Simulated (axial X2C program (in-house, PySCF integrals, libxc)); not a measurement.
# Working with the constants of ZnB⁺

A bond curve at the CCSD level, two-component, was computed with an axial X2C code built on PySCF integrals (basis Zn dyall-cv3z [9s10p6d3f2g], B dyall-v3z [7s6p2d1f] (cores contracted in-house)) for the state Ω = 0 (closed shell). Its fit gives Re = 2.3592 Å, ωe = 326.0 cm⁻¹, ωexe = 2.17 cm⁻¹ and αe = 3.819e-03 cm⁻¹; the masses are 63.9291 and 11.0093 u. Two-component means X2C with spin–orbit coupling and atomic mean-field Coulomb and Gaunt terms.

Correlated methods: 14 electrons correlated (number of frozen shells: Zn 3 s, 2 p; B 1 s), 226 virtual spin orbitals or spinors in MP2, 90 natural virtuals in coupled cluster.

**Question.** Find the reduced mass, Be and the force constant.

**Answer.** From the CCSD values: μ = 9.3919 u. Be = 16.8576/(μ Re²) = 0.3225 cm⁻¹. k = 5.8918×10⁻⁷ μ ωe² = 0.588 mdyn/Å.

**Question.** Estimate De from a Morse curve and compare with the computed well depth of 1.552 eV to Zn + B+.

**Answer.** De(Morse) = ωe²/(4ωexe) = 1.518 eV against 1.552 eV computed, a ratio of 0.98. For De the Morse form works well here.

**Question.** A Morse curve ties αe to the other constants (Pekeris). How well does that hold?

**Answer.** αe(Morse) = 6Be²/ωe × (√(ωexe/Be) − 1) = 3.051e-03 cm⁻¹; the CCSD curve gives 3.819e-03 cm⁻¹, a ratio of 0.80.

**Question.** Give B0, the J = 1←0 line in GHz and the most populated J at 300 K (kT = 208.5 cm⁻¹).

**Answer.** B0 = Be − αe/2 = 0.3206 cm⁻¹; 2B0 = 19.22 GHz; J(max) ≈ √(kT/2B0) − 1/2 = 17.5, so J = 18.

**Question.** Where do the fundamental and the first overtone lie?

**Answer.** ν(1←0) = ωe − 2ωexe = 321.7 cm⁻¹; ν(2←0) = 2ωe − 6ωexe = 639.0 cm⁻¹.

Occupations by symmetry block were frozen at the best pattern of an incomplete PBE0 search. Dissociation energies refer to the lowest single-determinant-based atoms at the same level and basis. CCSD ran in a truncated set of natural virtual spinors with an MP2 remainder; without triples it tends to underbind.
